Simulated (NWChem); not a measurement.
All runs are NWChem calculations. System: BI2, charge 0, spin multiplicity 2, at a geometry optimised with UB3LYP/def2-SVP with def2 effective core potentials on I. The structure started from a generated list of species. Its SCF solution wasn't tested for a lower state. Level: ROCCSD(T)/def2-SVP with def2 effective core potentials on I, 9 core orbitals frozen.

Part of the output:

```
             Northwest Computational Chemistry Package (NWChem) 7.3.0
             --------------------------------------------------------

                                NWChem Input Module
                                -------------------

 Scaling coordinates for geometry "geometry" by  1.889725989
 (inverse scale =  0.529177249)

 Turning off AUTOSYM since
 SYMMETRY directive was detected!

                             Geometry "geometry" -> ""
                             -------------------------

 Output coordinates in angstroms (scale by  1.889725989 to convert to a.u.)

  No.       Tag          Charge          X              Y              Z
 ---- ---------------- ---------- -------------- -------------- --------------
    1 I                   53.0000     1.90592900     0.00000000     0.04115200
    2 B                    5.0000     0.00000000     0.00000000    -0.87242900
    3 I                   53.0000    -1.90592900     0.00000000     0.04115200

 Effective nuclear repulsion energy (a.u.)     522.6530480555

            Nuclear Dipole moment (a.u.)
            ----------------------------
        X                 Y               Z
 ---------------- ---------------- ----------------
     0.0000000000     0.0000000000    -0.0000623610

      Symmetry information
      --------------------

 Group name             C2v
 Group number             16
 Group order               4
 No. of unique centers     2

      Symmetry unique atoms

     1    2


 Summary of "ao basis" -> "" (spherical)
 ------------------------------------------------------------------------------
       Tag                 Description            Shells   Functions and Types
 ---------------- ------------------------------  ------  ---------------------
 *                          def2-svp                  on all atoms

 Summary of "ao basis" -> "ao basis" (spherical)
 ------------------------------------------------------------------------------
       Tag                 Description            Shells   Functions and Types
 ---------------- ------------------------------  ------  ---------------------
 I                          def2-svp                10       26   4s4p2d
 B                          def2-svp                 6       14   3s2p1d

                                 NWChem SCF Module
                                 -----------------

  ao basis        = "ao basis"
  functions       =    66
  atoms           =     3
  closed shells   =    27
  open shells     =     1
  charge          =   0.00
  wavefunction    = ROHF
  use symmetry    = T
  symmetry adapt  = T

 Summary of "ao basis" -> "ao basis" (spherical)
 ------------------------------------------------------------------------------
       Tag                 Description            Shells   Functions and Types
 ---------------- ------------------------------  ------  ---------------------
 I                          def2-svp                10       26   4s4p2d
 B                          def2-svp                 6       14   3s2p1d

      Symmetry analysis of basis
      --------------------------

        a1         25
        a2          9
        b1         21
        b2         11

 Forming initial guess at       0.1s

      Symmetry analysis of molecular orbitals - initial
      -------------------------------------------------

  Numbering of irreducible representations:

     1 a1          2 a2          3 b1          4 b2

  Orbital symmetries:

     1 a1          2 b1          3 a1          4 b1          5 a1
     6 a2          7 b2          8 b1          9 a1         10 a1
    11 b1         12 b2         13 a2         14 a1         15 b1
    16 a2         17 b2         18 b1         19 a1         20 a1
    21 b1         22 a1         23 b1         24 a1         25 b2
    26 a2         27 b1         28 a1         29 b2         30 a1
    31 b1         32 a1         33 b1         34 a1         35 b2
    36 b1         37 a1         38 a2

 Starting SCF solution at       0.1s

 ----------------------------------------------
         Quadratically convergent ROHF

 Convergence threshold     :          1.000E-07
 Maximum no. of iterations :          100
 Final Fock-matrix accuracy:          1.000E-09
[...]
   Bfn.  Coefficient  Atom+Function         Bfn.  Coefficient  Atom+Function
  ----- ------------  ---------------      ----- ------------  ---------------
    29      1.468141  2 B  s                 14      0.924298  1 I  px
    54     -0.924298  3 I  px                35      0.860467  2 B  pz
     4     -0.767159  1 I  s                 44     -0.767159  3 I  s
    28      0.439947  2 B  s                 32     -0.312623  2 B  pz
    16      0.173749  1 I  pz                56      0.173749  3 I  pz

 Vector   31  Occ=0.000000D+00  E= 1.929888D-01  Symmetry=b1
              MO Center=  8.7D-14, -5.4D-17, -2.5D-01, r^2= 6.7D+00
   Bfn.  Coefficient  Atom+Function         Bfn.  Coefficient  Atom+Function
  ----- ------------  ---------------      ----- ------------  ---------------
    33      1.711528  2 B  px                 4     -1.053981  1 I  s
    44      1.053981  3 I  s                 14      0.885010  1 I  px
    54      0.885010  3 I  px                16      0.670013  1 I  pz
    56     -0.670013  3 I  pz                30     -0.495533  2 B  px

 center of mass
 --------------
 x =   0.00000000 y =   0.00000000 z =   0.00599130

 moments of inertia (a.u.)
 ------------------
          31.449251601262           0.000000000000           0.000000000000
           0.000000000000        3323.784825609638           0.000000000000
           0.000000000000           0.000000000000        3292.335574008376

  Mulliken analysis of the total density
  --------------------------------------

    Atom       Charge   Shell Charges
 -----------   ------   -------------------------------------------------------
    1 I   25    25.09   1.83  0.22  1.21  0.70  2.93  3.13  2.59  2.45  9.82  0.22
    2 B    5     4.82   1.99  0.94  0.20  1.21  0.42  0.06
    3 I   25    25.09   1.83  0.22  1.21  0.70  2.93  3.13  2.59  2.45  9.82  0.22

 Mulliken analysis of the open-shell density
 -------------------------------------------

    Atom       Charge   Shell Charges
 -----------   ------   -------------------------------------------------------
    1 I   25     0.05  -0.00  0.00  0.00 -0.00 -0.00  0.00  0.04  0.01  0.00  0.00
    2 B    5     0.90   0.00  0.18  0.13  0.40  0.18  0.00
    3 I   25     0.05  -0.00  0.00  0.00 -0.00 -0.00  0.00  0.04  0.01  0.00  0.00

       Multipole analysis of the density wrt the origin
       ------------------------------------------------

     L   x y z        total         open         nuclear
     -   - - -        -----         ----         -------
     0   0 0 0      0.000000     -1.000000     55.000000

     1   1 0 0     -0.000000     -0.000000      0.000000
     1   0 1 0     -0.000000      0.000000      0.000000
     1   0 0 1      0.064472      2.282395     -4.354959

     2   2 0 0    -43.241225     -3.432846    648.606225
     2   1 1 0      0.000000      0.000000      0.000000
     2   1 0 1      0.000000      0.000000      0.000000
     2   0 2 0    -44.579884     -1.227266      0.000000
     2   0 1 1      0.000000     -0.000000      0.000000
     2   0 0 2    -45.821927     -8.424837     13.892641

                   NWChem Extensible Many-Electron Theory Module
                   ---------------------------------------------


            General Information
            -------------------
      Number of processors :     1
         Wavefunction type : Restricted open-shell Hartree-Fock
          No. of electrons :    55
           Alpha electrons :    28
            Beta electrons :    27
           No. of orbitals :   132
            Alpha orbitals :    66
             Beta orbitals :    66
        Alpha frozen cores :     9
         Beta frozen cores :     9
     Alpha frozen virtuals :     0
      Beta frozen virtuals :     0
         Spin multiplicity : doublet
    Number of AO functions :    66
       Number of AO shells :    26
        Use of symmetry is : on
      Symmetry adaption is : on
         Schwarz screening : 0.10D-09

          Correlation Information
          -----------------------
          Calculation type : Coupled-cluster singles & doubles w/ perturbation
   Perturbative correction : (T)
            Max iterations :      100
        Residual threshold : 0.10D-05
     T(0) DIIS level shift : 0.00D+00
     L(0) DIIS level shift : 0.00D+00
     T(1) DIIS level shift : 0.00D+00
     L(1) DIIS level shift : 0.00D+00
     T(R) DIIS level shift : 0.00D+00
     T(I) DIIS level shift : 0.00D+00
   CC-T/L Amplitude update :  5-th order DIIS
                I/O scheme : Global Array Library
        L-threshold :  0.10D-05
        EOM-threshold :  0.10D-05
 no EOMCCSD initial starts read in
 TCE RESTART OPTIONS
 SLICE:      F
 D4D5:       F
 quantumc:   F
 qrotation:  F
 pwtce:      F
 qducc:      F
 nacto:                         0
 nrotv:                         0
 nrot:                          0

            Memory Information
            ------------------
          Available GA space size is     249028088 doubles
          Available MA space size is     104848556 doubles

 Maximum block size supplied by input
 Maximum block size        24 doubles

 tile_dim =     14

 -------------------------------------------------

 Global array virtual files algorithm will be used

 Parallel file system coherency ......... OK

 4-electron integrals stored in orbital form

 v2    file size   =           565126
 4-index algorithm nr.  13 is used
 imaxsize =       30
 imaxsize ichop =        0


CCSD iterations
 ---------------------------------------------------------
 Iter          Residuum       Correlation     Cpu    Wall
 ---------------------------------------------------------
    1   0.1098067363659  -0.3038710497563     0.4     0.4
    2   0.0291040240207  -0.3141409326253     0.5     0.5
    3   0.0120388480639  -0.3187764056248     0.5     0.5
    4   0.0070544470851  -0.3200479338159     0.4     0.4
    5   0.0059120096608  -0.3201890353732     0.4     0.4
    6   0.0020509117951  -0.3206750765108     0.4     0.4
    7   0.0009582839930  -0.3207301962499     0.4     0.4
    8   0.0006971477724  -0.3207113719345     0.5     0.5
    9   0.0004085176440  -0.3207484634799     0.5     0.5
   10   0.0003050135041  -0.3207454025247     0.5     0.5
   11   0.0000676052294  -0.3207738212010     0.4     0.4
   12   0.0000365711244  -0.3207751507895     0.5     0.5
   13   0.0000229340341  -0.3207757305086     0.4     0.4
   14   0.0000208705503  -0.3207769455719     0.4     0.4
   15   0.0000160690118  -0.3207759494808     0.5     0.5
   16   0.0000037676553  -0.3207767814870     0.5     0.5
   17   0.0000017463687  -0.3207766372110     0.5     0.5
   18   0.0000011839397  -0.3207765578721     0.4     0.4
   19   0.0000007494989  -0.3207766010024     0.5     0.5
 -----------------------------------------------------------------
 Iterations converged
 CCSD correlation energy / hartree =        -0.320776601002447
 CCSD total energy / hartree       =      -618.274396254641147

 Singles contributions

 Doubles contributions
 CCSD(T)
 Using plain CCSD(T) code
             total no. of tasks         1850
 total no. of tasks / no. procs         1850
                         wl_min           54           1.9
                         wl_max       592704           9.2
        thresh for no. of tasks         1850

 CCSD[T]  correction energy / hartree =        -0.012678875985784
 CCSD[T] correlation energy / hartree =        -0.333455476988231
 CCSD[T] total energy / hartree       =      -618.287075130626931
 CCSD(T)  correction energy / hartree =        -0.011363465792120
 CCSD(T) correlation energy / hartree =        -0.332140066794567
 CCSD(T) total energy / hartree       =      -618.285759720433248

 Task  times  cpu:       18.1s     wall:       18.1s

 Total times  cpu:       18.2s     wall:       18.2s
```

### Question
Write an NWChem input that would produce this output.

### Answer
Several could match; the one computed here: 
```
start mol
memory heap 100 mb stack 700 mb global 1900 mb
geometry units angstroms nocenter noautoz
  I      1.905929     0.000000     0.041152
  B      0.000000     0.000000    -0.872429
  I     -1.905929     0.000000     0.041152
  symmetry group C2v
end
basis spherical
  * library def2-svp
end
ecp
  I library def2-ecp
end
scf
  rohf
  nopen 1
  maxiter 100
  thresh 1e-7
  semidirect memsize 60000000 filesize 0
  # guess.movecs holds the orbitals of an unrestricted PBE0 run
  vectors input guess.movecs output mol.movecs
end
tce
  freeze core 9
  ccsd(t)
  2eorb
  2emet 13
  thresh 1e-6
  maxiter 100
  tilesize 24
end
task tce energy
```
